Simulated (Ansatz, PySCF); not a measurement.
Gas-phase reaction in SMILES: CC(C)C -> C[C](C)C + H atom (the C-H bond at the site shown breaks; other sites are not compared here)
Geometries: B3LYP-D3(BJ)/def2-TZVP minima from Ansatz (a first-principles code).
Geometry of the first species:
SMILES: CC(C)C
```xyz
14

C     -0.0001     0.0018     0.3735
H     -0.0004     0.0072     1.4696
C      0.0053     1.4545    -0.1028
H      0.0058     1.5017    -1.1956
H     -0.8762     1.9925     0.2527
H      0.8904     1.9861     0.2532
C      1.2575    -0.7325    -0.0917
H      1.3032    -0.7643    -1.1842
H      2.1624    -0.2356     0.2644
H      1.2737    -1.7623     0.2716
C     -1.2627    -0.7234    -0.0925
H     -1.3079    -0.7549    -1.1849
H     -1.2865    -1.7530     0.2709
H     -2.1642    -0.2200     0.2631
```
Charge 0, spin multiplicity 1.

Property: bond dissociation energy (electronic energy difference), in kJ/mol. Correlated levels leave the core frozen unless marked. UHF or UKS for open shells. Spin-orbit coupling is left out. Non-relativistic. CBS marks a two-point X^-3 extrapolation of the correlation energy; Hartree-Fock from the larger set. [CCSD(T)-MP2]/basis is that difference in the basis named.

RI-MP2/CBS(cc-pVTZ,cc-pVQZ)+[CCSD(T)-MP2]/cc-pVDZ (Ansatz) gives 441.7 kJ/mol.

**Question.** Another calculation gave 422.8 kJ/mol. Which level was it?
(A) HF/def2-TZVPD (PySCF)
(B) revPBE/def2-TZVPD (Ansatz)
(C) wB97X/def2-TZVPD (Ansatz)
(D) PBE0/def2-TZVPD (Ansatz)

**Answer.** C, wB97X/def2-TZVPD (Ansatz). The others give 397.5 (revPBE), 328.1 (HF), 409.6 (PBE0) kJ/mol.
